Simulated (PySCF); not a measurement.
**EPR parameters of C5H4N3**

C5H4N3 (doublet state).
Geometry (GFN2-xTB, Å), atoms numbered from 1 in this order:
```
atom  x, y, z in Å
N1    -3.0789   -2.3163    0.4906
C2    -2.3401   -1.4243    0.3468
C3    -1.5493   -0.3696    0.2229
C4    -0.5167    0.3701   -0.0624
C5    -0.4680    1.7498    0.2366
N6    -0.3768    2.8664    0.4775
C7     0.7912   -0.1766   -0.7032
N8     1.9254   -0.0836    0.1543
H9     0.9787    0.4113   -1.6070
H10    0.6295   -1.2210   -0.9768
H11    2.1478    0.8673    0.4218
H12    1.8586   -0.6743    0.9728
```

The hyperfine couplings belong to this conformer and change with its torsions.

Identity: `N#C/[C]=C(/C#N)CN` [radical].

Theory: UKS B3LYP, pcH-1 on C H N, non-relativistic, mean-field spin-orbit, GIAO in PySCF. One conformer (not necessarily the lowest) at the GFN2-xTB geometry, without solvent, vibrations or thermal averaging. A GFN2-xTB geometry isn't a minimum of the functional, and hyperfine couplings can be far from their values at a DFT geometry. The SCF solution wasn't tested for stability. ⟨S²⟩ is 0.775 where a pure state has 0.75.

- g1, g2, g3: 2.00141, 2.00228, 2.00364
- g_iso: 2.00244
- Form of g: rhombic: the two nearest values differ by 39 % of g3 − g1
- ⟨S²⟩: 0.7752 (exact 0.7500)
- α and β electrons: 28, 27
- HOMO–LUMO gap, α and β orbitals: 3.92, 3.51 eV
- Basis functions: 240

Hyperfine couplings atom by atom, in MHz; T1 to T3 are the principal values of the dipolar part:

```csv
atom,isotope,a_iso,T1,T2,T3,Mulliken spin population
N1,14N,10.7,-21.9,-13.2,35.2,0.45
C2,13C,-55.1,-21.6,-3.8,25.4,-0.23
C3,13C,113.4,-69.9,-49.5,119.4,0.81
C4,13C,-48.3,-18.1,4.6,13.4,-0.15
C5,13C,69.1,-2.9,-1.0,3.9,0.05
N6,14N,-0.3,-2.9,0.5,2.5,-0.03
C7,13C,45.0,-7.9,-7.1,15.0,0.06
N8,14N,1.8,-1.9,-1.7,3.5,0.03
H9,1H,10.2,-3.3,-1.1,4.4,0.01
H10,1H,-4.5,-5.2,-0.4,5.6,0.00
H11,1H,-1.7,-2.7,0.1,2.7,0.00
H12,1H,1.1,-2.7,0.7,2.1,0.00
```

Largest spin populations (Mulliken): C3 (+0.81), N1 (+0.45), C2 (-0.23) and C4 (-0.15). The positive populations add up to 1.41 and the negative ones to -0.41, together 2S = 1.

Axes: g1 points within 3° of the C2–C3 bond.

Under fast tumbling the dipolar parts average out, and these isotropic splittings remain: 1 × 14N (N1, I = 1, 3 lines) with 0.38 mT, 2 × 1H (H9/H10, I = 1/2, 3 lines) with 0.10 mT and 1 × 14N (N8, I = 1, 3 lines) with 0.06 mT.

Class means assume fast exchange of nuclei equivalent by connectivity; if that motion is slow, each nucleus keeps its own coupling. The 1H value of +2.9 MHz is a mean of couplings from -4.5 to 10.2 MHz in this one geometry, not an average over conformers.

The 13C coupling of C3 (113.4 MHz) shows only in satellite lines or after enrichment, since that isotope makes up about 1.07 % of natural carbon.

Hardware: one thread of an Arm Neoverse V2, no GPU (shared host). Cost: 42 s of wall time (grids of density and orbitals included), 0.86 GiB resident at most.
